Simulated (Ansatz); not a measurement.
`C[SiH2][N]([GeH3])C(C)C` at its PBE0-D4/def2-TZVP geometry, where that method's forces vanish. Charge 0, multiplicity 1.

```json
{"atom": "C1", "x (Å)": "-2.1829", "y (Å)": "1.5500", "z (Å)": "0.7919"}
{"atom": "Si2", "x (Å)": "-1.6026", "y (Å)": "-0.0317", "z (Å)": "-0.0171"}
{"atom": "N3", "x (Å)": "0.0106", "y (Å)": "-0.5009", "z (Å)": "0.3854"}
{"atom": "Ge4", "x (Å)": "0.3156", "y (Å)": "-1.8430", "z (Å)": "1.6080"}
{"atom": "C5", "x (Å)": "1.1867", "y (Å)": "-0.0325", "z (Å)": "-0.3592"}
{"atom": "C6", "x (Å)": "1.1101", "y (Å)": "1.4588", "z (Å)": "-0.6460"}
{"atom": "C7", "x (Å)": "1.4007", "y (Å)": "-0.8282", "z (Å)": "-1.6407"}
{"atom": "H8", "x (Å)": "-3.2323", "y (Å)": "1.7358", "z (Å)": "0.5448"}
{"atom": "H9", "x (Å)": "-2.0982", "y (Å)": "1.4795", "z (Å)": "1.8793"}
{"atom": "H10", "x (Å)": "-1.5993", "y (Å)": "2.4117", "z (Å)": "0.4612"}
{"atom": "H11", "x (Å)": "-2.4919", "y (Å)": "-1.1401", "z (Å)": "0.4310"}
{"atom": "H12", "x (Å)": "-1.7506", "y (Å)": "0.1122", "z (Å)": "-1.4954"}
{"atom": "H13", "x (Å)": "-0.9028", "y (Å)": "-1.9349", "z (Å)": "2.5373"}
{"atom": "H14", "x (Å)": "0.5514", "y (Å)": "-3.2082", "z (Å)": "0.9247"}
{"atom": "H15", "x (Å)": "1.5863", "y (Å)": "-1.4624", "z (Å)": "2.3930"}
{"atom": "H16", "x (Å)": "2.0649", "y (Å)": "-0.1894", "z (Å)": "0.2824"}
{"atom": "H17", "x (Å)": "0.9942", "y (Å)": "2.0283", "z (Å)": "0.2780"}
{"atom": "H18", "x (Å)": "2.0176", "y (Å)": "1.7981", "z (Å)": "-1.1506"}
{"atom": "H19", "x (Å)": "0.2662", "y (Å)": "1.6893", "z (Å)": "-1.3042"}
{"atom": "H20", "x (Å)": "0.5610", "y (Å)": "-0.6820", "z (Å)": "-2.3252"}
{"atom": "H21", "x (Å)": "2.3155", "y (Å)": "-0.5137", "z (Å)": "-2.1503"}
{"atom": "H22", "x (Å)": "1.4797", "y (Å)": "-1.8967", "z (Å)": "-1.4282"}
```

Task: For each bond, give half the difference of the two atoms' forces along it (eV/Å; positive pushes the atoms apart) under PBE-D4, r2SCAN-D4, B3LYP-D4, ωB97M-V in def2-TZVPP. (An estimate is asked.)

Result: Computed: 
```csv
bond,length (Å),PBE-D4,r2SCAN-D4,B3LYP-D4,ωB97M-V
C1–H8,1.094,0.11,-0.01,-0.04,-0.05
C1–H9,1.093,0.11,0.00,-0.04,-0.04
C1–H10,1.092,0.11,-0.01,-0.05,-0.04
Si2–N3,1.728,0.09,-0.02,-0.02,0.02
Si2–H11,1.490,0.03,-0.04,-0.13,-0.12
Si2–H12,1.493,0.04,-0.03,-0.12,-0.13
N3–Ge4,1.841,0.15,0.04,0.16,0.06
N3–C5,1.469,0.04,0.19,0.15,0.15
Ge4–H13,1.535,0.02,-0.06,-0.05,-0.08
C5–C7,1.524,0.01,0.07,0.14,0.10
C6–H18,1.092,0.10,-0.03,-0.08,-0.07
C7–H20,1.093,0.11,-0.03,-0.07,-0.06
C7–H21,1.093,0.09,-0.03,-0.07,-0.07
C7–H22,1.092,0.09,-0.04,-0.08,-0.06
```

B3LYP here is the variant with VWN-RPA as its local correlation; programs differ in this.
